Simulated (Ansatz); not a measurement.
Reaction (ligand exchange at a B–O bond): `COBCl` + `OCC(F)(F)F` → `FC(F)(F)COBCl` + CH₃OH

Gas-phase electronic energies from Ansatz, PBE0-D4/def2-TZVP geometries. CBS: MP2 limit from def2 TZ/QZ plus the TZ coupled-cluster correction, frozen cores. This one scheme is used for every species. Functionals use def2-TZVPP. B3LYP here is the variant with VWN-RPA as its local correlation; programs differ in this. Each species was taken in one conformer, which may not be the lowest.

`COBCl`:

Z-matrix (Å, degrees):
```
C
O 1 1.416
H 1 1.091 2 108.7
H 1 1.093 2 111.5 3 120.8
H 1 1.091 2 108.6 3 -118.4
B 2 1.334 1 121.8 3 -120.7
Cl 6 1.755 2 118.3 1 -180.0
H 6 1.195 2 122.7 1 0.0
```

`OCC(F)(F)F`:

Cartesian coordinates in Å:
```
O -1.328 -0.868 0.306
C -0.312 0.027 0.639
C 0.534 0.404 -0.559
F -0.168 1.016 -1.511
F 1.088 -0.690 -1.112
F 1.529 1.220 -0.192
H -0.931 -1.690 0.003
H -0.781 0.938 1.016
H 0.369 -0.357 1.408
```

`FC(F)(F)COBCl`:

Z-matrix (Å, degrees):
```
C
F 1 1.331
F 1 1.336 2 107.8
F 1 1.338 2 108.1 3 -116.5
C 1 1.515 2 112.2 3 123.0
O 5 1.402 1 110.0 2 -59.8
H 5 1.094 1 107.8 2 177.6
H 5 1.091 1 108.0 2 59.2
B 6 1.345 5 121.2 1 -106.9
Cl 9 1.745 6 118.0 5 177.9
H 9 1.194 6 122.1 5 -3.0
```

CH₃OH:

Cartesian coordinates in Å:
```
C -0.213 -0.212 0.190
O 0.802 0.119 -0.729
H -0.276 -1.301 0.219
H -1.194 0.177 -0.111
H 0.009 0.143 1.204
H 0.873 1.074 -0.773
```

Question: Is it downhill or uphill in electronic energy at CCSD(T)/CBS, and by how much? (An estimate is asked.)

Answer: The calculation gave: Uphill: ΔE = +2.9 kcal/mol.

Question: What do these levels give: PBE-D4, BLYP-D4, BHLYP-D4, ωB97X-V, B2PLYP, B3LYP, RPA@PBE/def2-TZVPP, MP2/def2-SVP, CCSD/def2-TZVPP, HF/def2-QZVPP, HF/CBS(def2), MP2/CBS(def2)? (Estimate.)

Answer: The calculation gave: PBE-D4 3.2, BLYP-D4 3.1, BHLYP-D4 2.9, ωB97X-V 3.1, B2PLYP 3.3, B3LYP 3.5, RPA@PBE/def2-TZVPP 2.5, MP2/def2-SVP 3.1, CCSD/def2-TZVPP 2.8, HF/def2-QZVPP 3.0, HF/CBS(def2) 3.0, MP2/CBS(def2) 3.0 kcal/mol.

Largest T1 diagnostic among the species: 0.012.

Leaving LDA and LC-ωPBE aside and taking each functional with its dispersion term where it has one, the values spread over 0.4 kcal/mol, from BHLYP-D4 to B2PLYP.
